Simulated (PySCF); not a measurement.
Species: C4H7FSi.
SMILES with atom numbers: `[F:1][C@H:2]1[CH2:3][CH:4]=[CH:5][SiH2:6]1` (hydrogens: H7 on C2; H8, H9 on C3; H10 on C4; H11 on C5; H12, H13 on Si6)

A GFN2-xTB structure was refined with PySCF, PBE0-D3(BJ)/def2-SVP geometry optimisation, gas phase. Its GFN2-xTB values:

```csv
coordinate,GFN2-xTB
F1–C2,1.408 Å
C2–C3,1.530 Å
C2–Si6,1.929 Å
C2–H7,1.099 Å
C3–C4,1.461 Å
C3–H8,1.118 Å
C3–H9,1.128 Å
C4=C5,1.367 Å
C4–H10,1.066 Å
C5–Si6,1.865 Å
C5–H11,1.081 Å
Si6–H12,1.471 Å
Si6–H13,1.471 Å
F1–C2–C3,109.2°
F1–C2–Si6,110.5°
C2–C3–C4,112.5°
C2–Si6–C5,90.6°
C3–C2–Si6,106.4°
C3–C4–C5,117.8°
C4–C5–Si6,111.9°
F1–C2–C3–C4,109°
F1–C2–Si6–C5,-110°
C2–C3–C4–C5,7°
C4–C5–Si6–C2,-5°
```

**Question.** How do these coordinates change at the PBE0-D3(BJ)/def2-SVP level?

**Answer.** 
```tsv
coordinate	PBE0-D3(BJ)/def2-SVP (Å or °)	change
C3–C4	1.507	+0.046
C4–H10	1.098	+0.032
Si6–H12	1.498	+0.027
C4=C5	1.344	-0.023
C3–H9	1.105	-0.023
Si6–H13	1.492	+0.021
F1–C2	1.392	-0.016
C3–H8	1.103	-0.015
C5–H11	1.093	+0.012
C2–Si6	1.921	-0.008
C2–H7	1.102	+0.003
C5–Si6	1.865	0.000
C2–C3	1.530	0.000
F1–C2–Si6	107.8	-2.7
C4–C5–Si6	109.2	-2.7
C3–C2–Si6	104.1	-2.3
C2–C3–C4	110.5	-2.0
C2–Si6–C5	92.5	+1.9
C3–C4–C5	119.3	+1.5
F1–C2–C3	108.9	-0.3
F1–C2–C3–C4	94	-15
F1–C2–Si6–C5	-97	+13
C2–C3–C4–C5	15	+8
C4–C5–Si6–C2	-11	-6
```

The energy falls by 0.159 eV over 14 energy and gradient evaluations, the largest force component goes from 0.0521 to 2.4e-04 Eh/bohr, and the atoms move by 0.157 Å rms after alignment. The bond that changes most is C3–C4 (allylic carbon to alkene CH carbon), which lengthens by 0.046 Å. Bonds longer at the end by more than 0.005 Å: 5 of 13; shorter: 5. Among the dihedrals that turn most is F1–C2–C3–H9, from -129° to -145°. Rotational constants go from 3867, 3016, 1939 to 3819, 3086, 2054 MHz.

The run used 123 basis functions and 93 SCF cycles in all. The run took 2.0 min on an Arm Neoverse N1 with one thread, shared host, and the process peaked at 0.49 GiB of memory.

PBE0-D3(BJ)/def2-SVP frequencies: not computed here. One conformer, not necessarily the lowest.
